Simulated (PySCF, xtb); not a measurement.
AlClHIO, SMILES [I][Al]([Cl])[OH]. One conformer was computed; it need not be the lowest.

Harmonic wavenumbers (cm⁻¹) from xtb 6.7.1 with GFN2-xTB at its own minimum, in rising order: 103, 149, 211, 331, 351, 465, 602, 915, 3781.

Task: What does PySCF 2.14.0 with B3LYP-D3(BJ)/def2-SVP give at its own minimum? (An estimate is asked for; the answer gives what the named calculation found.)

Result: 116, 176, 207, 315, 342, 526, 586, 907, 3923. Paired by order, the mean absolute difference is 33 cm⁻¹ and the zero-point energies are 9.9 and 10.1 kcal/mol.
